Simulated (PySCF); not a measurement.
C2H6BrSb, SMILES [Sb]([CH3])([CH3])[Br]. Atoms are numbered in the order given.

```xyz
10

Sb    -0.7475     0.4379     0.0000
Br     1.7400    -0.1060     0.0000
C     -1.2365    -0.9568     1.5807
H     -0.8868    -0.5622     2.5445
H     -2.3294    -1.0852     1.6174
H     -0.7544    -1.9235     1.3811
C     -1.2365    -0.9568    -1.5807
H     -0.8868    -0.5622    -2.5445
H     -0.7544    -1.9235    -1.3811
H     -2.3294    -1.0852    -1.6174
```

Geometry optimised at PBE0-D3(BJ)/def2-SVP. The structure was generated by enumeration; whether it is a known compound was not checked. The def2 effective core potentials stand for the cores of Sb; spin–orbit coupling is left out.

These are PBE/def2-TZVP run with PySCF values and carry that method's errors.

Isolated molecule, no solvent.

Computed frontier levels, gap, dipole moment and polarisability:
highest occupied level: -5.97 eV
lowest empty level: -2.18 eV
orbital gap: 3.79 eV
dipole moment: 2.84 D
quadrupole, principal values (traceless, Buckingham form, about the centre of nuclear charge): -1.45, -0.25, 1.69 D·Å
mean static polarisability: 90.0 bohr³ (13.34 Å³)
polarisability, principal values: 78.7, 88.1, 103.3 bohr³
